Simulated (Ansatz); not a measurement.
Gas-phase electronic energies from Ansatz, PBE0-D4/def2-TZVP geometries. CBS: MP2 limit from def2 TZ/QZ plus the TZ coupled-cluster correction, frozen cores. DFT in def2-TZVPP. B3LYP here is the variant with VWN-RPA as its local correlation; programs differ in this. HSE06 is defined as in plane-wave codes. def2 core potentials past Kr. For Br, Sn outer-core shells are correlated without core-valence functions, which leaves a few kJ/mol of doubt a bond. Scalar relativity is left out up to krypton. Each species was taken in one conformer, which may not be the lowest.

Consider the redistribution: `C[O][SnH2][CH]=N` + `[Br][SnH3]` → `C[O][SnH2][Br]` + `N=[CH][SnH3]`.

```
             level  ΔE (kJ/mol)  difference from CCSD(T)/CBS
       LDA (SPW92)          5.4                          4.8
            PBE-D4          2.8                          2.2
           BLYP-D4          2.6                          2.0
         r2SCAN-D4          3.4                          2.8
            B97M-V          2.2                          1.6
           PBE0-D4          2.1                          1.5
          B3LYP-D4          2.1                          1.5
        r2SCANh-D4          3.1                          2.5
        r2SCAN0-D4          2.7                          2.1
          HSE06-D4          2.1                          1.5
          BHLYP-D4          1.2                          0.6
      CAM-B3LYP-D4          1.5                          0.9
           ωB97X-V          0.5                         -0.1
           ωB97M-V          0.9                          0.3
            B2PLYP          1.4                          0.8
          PBE-QIDH          1.1                          0.5
               PBE          2.8                          2.2
            revPBE          1.5                          0.9
              BLYP          2.5                          1.9
            r2SCAN          3.3                          2.7
              PBE0          2.2                          1.6
             B3LYP          2.2                          1.6
           r2SCANh          3.0                          2.4
           r2SCAN0          2.7                          2.1
             BHLYP          1.6                          1.0
         CAM-B3LYP          1.6                          1.0
RPA@PBE/def2-TZVPP          0.8                          0.2
       HF/def2-SVP          2.7                          2.1
      MP2/def2-SVP          1.6                          1.0
     CCSD/def2-SVP          1.7                          1.1
     HF/def2-TZVPP         -1.2                         -1.8
    MP2/def2-TZVPP         -0.1                         -0.7
SCS-MP2/def2-TZVPP         -0.4                         -1.0
   CCSD/def2-TZVPP          0.1                         -0.5
CCSD(T)/def2-TZVPP          0.5                         -0.1
     HF/def2-QZVPP         -1.7                         -2.3
SCS-MP2/def2-QZVPP         -0.6                         -1.2
      HF/CBS(def2)         -1.7                         -2.3
     MP2/CBS(def2)          0.0                         -0.6
    CCSD/CBS(def2)          0.2                         -0.4
       CCSD(T)/CBS          0.6                            0
```

Largest T1 diagnostic among the species: 0.014.

Leaving LDA and LC-ωPBE aside and taking each functional with its dispersion term where it has one, the values spread over 2.9 kJ/mol, from ωB97X-V to r2SCAN-D4.
